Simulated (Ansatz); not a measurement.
Geometry optimisation, Ansatz 0.2.0, RKS PBE/STO-3G.

The input (input.yaml):

```yaml
crystal:
  periodic: [false, false, false]
  atoms:
    - { symbol: Al, position_ang: [0.0, 0.0, 0.0] }
    - { symbol: Cl, position_ang: [0.0, 0.0, 2.23] }
    - { symbol: O, position_ang: [1.5415, 0.0, -0.89] }
    - { symbol: Si, position_ang: [2.3874, -1.376, -1.352] }
    - { symbol: H, position_ang: [1.4599, -2.3514, -1.9176] }
    - { symbol: H, position_ang: [3.3882, -1.0195, -2.3535] }
    - { symbol: H, position_ang: [3.0504, -1.9546, -0.187] }
    - { symbol: O, position_ang: [-1.5415, 0.0, -0.89] }
    - { symbol: Si, position_ang: [-2.6907, -1.2238, -0.8267] }
    - { symbol: H, position_ang: [-2.2881, -2.2198, 0.162] }
    - { symbol: H, position_ang: [-3.9833, -0.6595, -0.4496] }
    - { symbol: H, position_ang: [-2.8007, -1.8572, -2.1376] }
basis:
  gaussian: { orbitals: STO-3G }
hamiltonian:
  xc: pbe
relax:
  f_tol: 0.02
  max_steps: 40
output:
  orbitals: {}
```

Command:

```bash
$ ansatz run input.yaml --threads 1 --pin off --max-ram 2048MiB --backend cpu --events-out ev --progress --plain --runs-dir out
```

Question: Where does it end, and by what steps?

Answer: It converged. The force dipped under the threshold on the way, but the program's further checks kept it going. Limits of this set-up: minimal basis. After 28 steps the energy has fallen by 0.890 eV; Cl2 moved furthest, 1.96 Å.

```csv
step,energy less start (eV),largest force component (eV/Å),accepted
0,0.0000,2.755,yes
1,-0.4991,1.372,yes
2,-0.5679,0.580,yes
3,-0.6078,0.127,yes
4,-0.6410,0.374,yes
5,-0.6592,0.751,yes
6,-0.6880,0.380,yes
7,-0.7216,0.120,yes
8,-0.7456,0.354,yes
9,-0.7625,0.528,yes
10,-0.7919,0.373,yes
11,-0.8313,0.110,yes
12,-0.8528,0.043,yes
13,-0.8570,0.378,yes
14,-0.8657,0.116,yes
15,-0.8678,0.148,yes
16,-0.8744,0.062,yes
17,-0.8772,0.257,yes
18,-0.8821,0.100,yes
19,-0.8853,0.069,yes
20,-0.8850,0.253,no
21,-0.8844,0.249,no
22,-0.8866,0.018,yes
23,-0.8885,0.050,yes
24,-0.8891,0.095,yes
25,-0.8897,0.037,yes
26,-0.8900,0.003,yes
27,-0.8901,0.007,yes
28,-0.8902,0.009,yes
```

```xyz
12
Properties=species:S:1:pos:R:3
Al -0.129 -1.033 -0.785
Cl 0.059 -1.677 1.213
O 1.214 -0.769 -1.776
Si 2.793 -1.030 -1.152
H 3.002 -2.415 -0.730
H 3.710 -0.730 -2.244
H 3.098 -0.150 -0.024
O -1.634 -0.748 -1.500
Si -3.067 -0.984 -0.584
H -3.216 -2.365 -0.127
H -3.136 -0.098 0.578
H -4.172 -0.665 -1.480
```

Run time: 87 s on 1 thread of Arm Neoverse V2, with other jobs on the host, peak memory 0.16 GiB.
